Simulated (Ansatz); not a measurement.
Computed with Ansatz on PBE0-D4/def2-TZVP structures; ΔE is electronic, products minus reactants. CBS: MP2 limit from def2 TZ/QZ plus the TZ coupled-cluster correction, frozen cores. This one scheme is used for every species. Functionals use def2-TZVPP. B3LYP here is the variant with VWN-RPA as its local correlation; programs differ in this. For Ga outer-core shells are correlated without core-valence functions, which leaves a few kJ/mol of doubt a bond. Scalar relativity is left out up to krypton. Each species was taken in one conformer, which may not be the lowest.

Reaction (substitution at a C–Si bond): `C[SiH2]O[SiH3]` + `[NH2][GaH][CH2]F` → `C[NH][GaH][CH2]F` + `[SiH3]O[SiH3]`

Is it downhill or uphill in electronic energy at CCSD(T)/CBS, and by how much? (An estimate is asked.)

The calculation gave: Uphill: ΔE = +21.3 kcal/mol.

What do these levels give: r2SCAN-D4, B3LYP-D4, MP2/def2-TZVPP, CCSD(T)/def2-TZVPP, HF/def2-QZVPP, CCSD/CBS(def2)? (An estimate is asked.)

The calculation gave: r2SCAN-D4 21.8, B3LYP-D4 20.0, MP2/def2-TZVPP 21.2, CCSD(T)/def2-TZVPP 20.3, HF/def2-QZVPP 20.3, CCSD/CBS(def2) 21.4 kcal/mol.

Largest T1 diagnostic among the species: 0.014.
